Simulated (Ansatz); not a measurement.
TeO₂F₂. The state is a singlet with charge 0. Geometry relaxed at B3LYP-D4/def2-SVP.

```tsv
atom	x (Å)	y (Å)	z (Å)
Te1	0.194	0.022	-0.119
O2	1.502	0.920	0.743
O3	0.161	-0.728	-1.760
F4	-1.392	1.079	0.035
F5	-0.466	-1.294	1.101
```

In the def2 sets Te takes a core potential; there is no spin–orbit coupling.

Estimate the harmonic wavenumbers at RKS B3LYP-D4/def2-SVP (Ansatz, unscaled). Is this a minimum?

186, 195, 228, 233, 253, 648, 650, 827, 876 cm⁻¹. Yes, no mode is imaginary beyond noise. Zero-point energy 24.5 kJ/mol. Hardware: 4 threads of Arm Neoverse V2 on a shared host. Wall time 23 s.
